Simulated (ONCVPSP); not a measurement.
# Sr, ONCV: configuration errors across variants

- Element: Sr
- Generator: ONCVPSP 4.0.1
- Type: optimised norm-conserving Vanderbilt (ONCV)
- Functional: LDA (Perdew-Wang 92)
- Relativity: scalar-relativistic
- Frozen core: [Ar] 3d10
- Valence charge: 10
- Reference configuration: 4s2 4p6 4d0.5 5s1.5
- Partial waves: 4s+5s: rc 1.90 bohr, ncon 4, nbas 9, qcut 5.4 1/bohr, 2 projectors; 4p: rc 2.10 bohr, ncon 3, nbas 8, qcut 7.2 1/bohr, 1 projector; 4d: rc 3.85 bohr, ncon 3, nbas 8, qcut 3.9 1/bohr, 2 projectors, debl 2.3 Ha
- Local potential: polynomial inside 1.30 bohr (lpopt 5, dvloc0 6 Ha)
- Core correction: polynomial model core, fcfact 0.15

All-electron excitation energies from the reference (eV): (1) 4s2 4p6 4d0 5s2 -1.148; (2) 4s2 4p6 4d0 5s1 4.911; (3) 4s2 4p6 4d0 5s1.5 1.262.

1 further variants failed, have other tests or too few solved ones, and are left out.

Errors AE − PS in meV (a dash: test not solved or not reliable):

```csv
change,(1),(2),(3),bound ghosts,GHOST(+) flags above zero
base,+5.8,+12,+8.2,none,none
"local potential polynomial inside 1.30 bohr (lpopt 5, dvloc0 -0.5 Ha)",+5.8,+12,+8.2,none,"s, d"
s: qcut 4.3; p: qcut 5.7; d: qcut 3.1,+9.0,+22,+14,none,d
d: debl 5.55,+5.7,+12,+8.2,none,d
s: nproj 3,+5.7,+12,+8.2,none,s
s: qcut 5,+5.7,+12,+8.2,none,none
"core correction polynomial model core, fcfact 0.4",+5.7,+12,+8.2,none,none
```

Q: Give the same row for: d: qcut 5.7.

A: +2.3, +4.2, +3.1; bound ghosts: none; GHOST(+) flags above zero: none.
